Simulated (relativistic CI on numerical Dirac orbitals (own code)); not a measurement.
# Rh⁶⁺: M2,3 absorption edge

Computed with this model: Dirac-Coulomb-Breit CI, KLI orbitals optimised for each configuration, QED by a radiative potential, valence Slater integrals scaled by 0.9, multiplet model of core-to-valence dipole absorption; configurations [Kr] 4d3 → [Ne] 3s2 3p5 3d10 4s2 4p6 4d4; 300 K; Lorentzian 1.2 eV and Gaussian 0.4 eV FWHM. Energies are those of the free ion, without screening or charge transfer. The branching ratio is the share of the lower-energy edge in the whole absorption, uncertain by about 0.02 where the edges overlap. S is read from ⟨S²⟩ = S(S + 1).

Field parameters in Wybourne normalisation: Oh B⁴₀ = 21Dq, B⁴₄ = √(5/14) B⁴₀; Td as Oh with Dq negative (B⁴₀ = 21Dq, B⁴₄ = √(5/14) B⁴₀). The field is a parameter set, without covalency.

Peaks in eV (height, largest 100): 510.0 (100), 512.0 (42), 535.0 (38), 537.8 (11).

**Question.** Which surroundings give this spectrum?
A. Td, 10Dq = -16550 cm⁻¹
B. Oh, 10Dq = 42800 cm⁻¹
C. Oh, 10Dq = 25800 cm⁻¹
D. Td, 10Dq = -8100 cm⁻¹

**Answer.** C. Oh, 10Dq = 25800 cm⁻¹, where the ground state has S = 1.49.
